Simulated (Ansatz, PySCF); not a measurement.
C2H6, charge +1, doublet, at a GFN2-xTB geometry (a state made from the parent by changing its charge; the spin is typed, not shown lowest). Base run: B97M-V/def2-TZVP (PySCF).

Geometry (Å):
```xyz
8

C     -0.7187     0.1363    -0.0251
C      0.7187    -0.1363     0.0251
H     -1.2561    -0.5866    -0.6771
H     -0.9724     1.1611    -0.2922
H     -1.2319    -0.1659     0.9139
H      0.9724    -1.1611     0.2922
H      1.2561     0.5866     0.6771
H      1.2319     0.1659    -0.9139
```
Charge +1, spin multiplicity 2.
Orbitals are unrestricted.
All else is at PySCF's defaults.

The same geometry, method and basis name were run in Ansatz (an electronic-structure program) and PySCF, at each program's defaults and at the settings that a row names. The base is PySCF at its defaults. Differences at the defaults can come from grids, fitting, cores and function types together.

```
code and settings                                                               ΔE vs base (mEh)  basis functions     E (Eh)  SCF cycles
------------------------------------------------------------------------------  ----------------  ---------------  ---------  ----------
PySCF, defaults (exact integrals, its default grid, spherical functions)                   0.000               98  -79.42503           8
Ansatz, defaults (factorised integrals, its default grid, spherical functions)             0.002               98  -79.42503           -
PySCF, density fitting with def2-universal-jkfit                                          -0.082               98  -79.42512           8
PySCF, fine grid                                                                           0.004               98  -79.42503           8
Ansatz, high accuracy                                                                      0.002               98  -79.42503           -
```

Open shells are given as the SCF converged; they aren't shown to be the lowest states, and a large step between rows can be another state.
